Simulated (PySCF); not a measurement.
# Shapes and spin states of CrSCl

Level of theory: PBE in PySCF with Cr def2-SVP, S def2-SVP, Cl def2-SVP; no relativity; density-fitted integrals.

Relaxations began from a few typed shapes and spin states; open shells are unrestricted. The search is not exhaustive: other isomers or separated fragments can lie lower, and high-lying points may rest on an excited occupation.

**Question.** Which is the lowest minimum found?
A. quartet (⟨S²⟩ 4.14) C∞v: Cr–Cl 2.185 Å, Cr–S 2.065 Å; Cl–Cr–S 180.0°
B. broken-symmetry Ms = 1/2 (⟨S²⟩ 1.81) C∞v: Cr–Cl 2.176 Å, Cr–S 2.021 Å; Cl–Cr–S 180.0°
C. broken-symmetry Ms = 1/2 (⟨S²⟩ 1.79) Cs: Cr–Cl 2.152 Å, Cr–S 2.004 Å; Cl–Cr–S 136.2°

**Answer.** A. The others lie at 97.6 (broken-symmetry Ms = 1/2 Cs), 103.8 (broken-symmetry Ms = 1/2 C∞v, a saddle point) kJ/mol above it.

For the lowest minimum: the determinant is spin-contaminated (⟨S²⟩ = 4.14, pure value 3.75). With open d or f shells other occupations or spin states may lie lower.

The electron or spin density has lower symmetry than the nuclear frame for the broken-symmetry Ms = 1/2 (⟨S²⟩ 1.79) Cs at 97.6 kJ/mol, broken-symmetry Ms = 1/2 (⟨S²⟩ 1.81) C∞v at 103.8 kJ/mol.
